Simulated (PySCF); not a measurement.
## Ionisation energy of Br+ by level of theory

Br+ [Ar] 3d10 4s2 4p4 (3P) → Br(2+) [Ar] 3d10 4s2 4p3 (4S), as a difference of total energies. Computed with PySCF 2.14 in x2c-TZVPPall, with the spin-free X2C one-electron Hamiltonian (Gaussian nucleus). Correlated levels: valence and next inner shell: [Ne] frozen. The calculations carry no spin-orbit coupling.

```
                                method  ionisation energy (eV)
                                   UHF                  20.252
    MP2 (valence and next inner shell)                  21.002
SCS-MP2 (valence and next inner shell)                  21.048
   CCSD (valence and next inner shell)                  21.088
CCSD(T) (valence and next inner shell)                  21.118
```

**Question.** How much does correlation contribute at CCSD(T) (valence and next inner shell)?

**Answer.** 21.118 − (20.252) = 0.866 eV, measured against UHF.

Errors of the correlated levels include the incompleteness of this basis and the frozen core.

For comparison: 21.409 eV (measured; NIST levels, between the centres of gravity of the two terms).
